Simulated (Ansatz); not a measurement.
Born–Oppenheimer molecular dynamics of AlCl$_{3}$ (4 atoms, charge 0, multiplicity 1). It goes on from the last frame of an earlier run, with new velocities.

Method: RKS PBE0/STO-3G in Ansatz.

```yaml
ensemble: NVT, Nosé–Hoover chain
time_step: 2 fs
steps_asked: 166
set_temperature: 300 K
thermostat: time constant 100 fs, chain length 3 (defaults)
seed: 165317
```

First frame:

```xyz
4
Properties=species:S:1:pos:R:3
Al 0.031 -0.002 -0.044
Cl -0.031 -0.001 1.966
Cl 1.790 0.001 -0.986
Cl -1.783 0.001 -0.948
```

**Question.** What does the run give?

**Answer.** All steps were run.

- steps done: 166
- time covered: 332 fs
- mean temperature over the second half: 171 K
- spread of the potential energy over the second half: 4.7 meV per atom
- mean potential energy of the second half above the start: -19.1 meV per atom

The conserved energy stayed within 0.17 meV per atom of its start (net change -0.14 meV per atom), so the integration is sound. The mean temperature of the second half is 43 % below the set value. A run of 0.33 ps of so small a system gives no equilibrium averages. Limits of this set-up: minimal basis.

**Question.** What happens to the structure?

**Answer.** The same pairs are bonded in the first frame and the last. Pairs count as bonded within 1.25 times the sum of covalent radii (0.12 Å more for H–H). The details hang on the random start.

**Question.** How do temperature and energy run in time?

**Answer.** 
```json
{"time (fs)": "0", "T (K)": "300", "potential energy less start (eV)": "0.000", "conserved less start (meV/atom)": "0.00"}
{"time (fs)": "26", "T (K)": "184", "potential energy less start (eV)": "0.027", "conserved less start (meV/atom)": "-0.02"}
{"time (fs)": "52", "T (K)": "513", "potential energy less start (eV)": "-0.059", "conserved less start (meV/atom)": "-0.13"}
{"time (fs)": "78", "T (K)": "343", "potential energy less start (eV)": "-0.019", "conserved less start (meV/atom)": "0.00"}
{"time (fs)": "104", "T (K)": "252", "potential energy less start (eV)": "-0.010", "conserved less start (meV/atom)": "-0.02"}
{"time (fs)": "130", "T (K)": "373", "potential energy less start (eV)": "-0.052", "conserved less start (meV/atom)": "-0.12"}
{"time (fs)": "156", "T (K)": "152", "potential energy less start (eV)": "-0.008", "conserved less start (meV/atom)": "-0.04"}
{"time (fs)": "182", "T (K)": "219", "potential energy less start (eV)": "-0.052", "conserved less start (meV/atom)": "-0.08"}
{"time (fs)": "208", "T (K)": "318", "potential energy less start (eV)": "-0.099", "conserved less start (meV/atom)": "-0.15"}
{"time (fs)": "234", "T (K)": "69", "potential energy less start (eV)": "-0.052", "conserved less start (meV/atom)": "-0.10"}
{"time (fs)": "260", "T (K)": "85", "potential energy less start (eV)": "-0.067", "conserved less start (meV/atom)": "-0.12"}
{"time (fs)": "286", "T (K)": "216", "potential energy less start (eV)": "-0.105", "conserved less start (meV/atom)": "-0.16"}
{"time (fs)": "312", "T (K)": "91", "potential energy less start (eV)": "-0.077", "conserved less start (meV/atom)": "-0.11"}
```

The run took 95 s on 1 thread of Intel(R) Xeon(R) 6975P-C (Granite Rapids) (shared host), peak memory 0.11 GiB.
